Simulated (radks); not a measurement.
Results of a calculation; reference values are marked as such.
Spin polarisation of the 3d5 shell in the iron ion Fe3+. Start: [Ar] 3d(up 2.5, down 2.5); electrons of 3d are moved from spin down to spin up, other shells keep equal spins. Code: a radial shooting solver on a logarithmic mesh with Libxc functionals. Model: scalar-relativistic Kohn-Sham, LDA (Slater exchange, Perdew-Wang correlation), spin-polarised, spherical densities, finite nucleus; Fermi nuclear charge, rms radius of each element as measured or else 0.836 A^(1/3) + 0.57 fm.

moment (Bohr magnetons)	E - E(0) (eV)	e(3d up) (eV)	e(3d down) (eV)	3p down minus up (eV)	3s down minus up (eV)	2p down minus up (eV)
0	0.000	-43.518	-43.518	0.000	0.000	0.000
1	-0.263	-44.012	-42.961	1.116	1.145	0.441
2	-1.052	-44.444	-42.339	2.236	2.294	0.880
3	-2.369	-44.815	-41.648	3.362	3.448	1.318
4	-4.220	-45.125	-40.886	4.499	4.612	1.753
5	-6.610	-45.371	-40.046	5.648	5.786	2.185

At moment 5 the spin-polarisation energy is -6.610 eV and the 3d exchange splitting 5.325 eV, that is 1.065 eV per Bohr magneton; E = -I m^2/4 would give I = 1.058 eV.
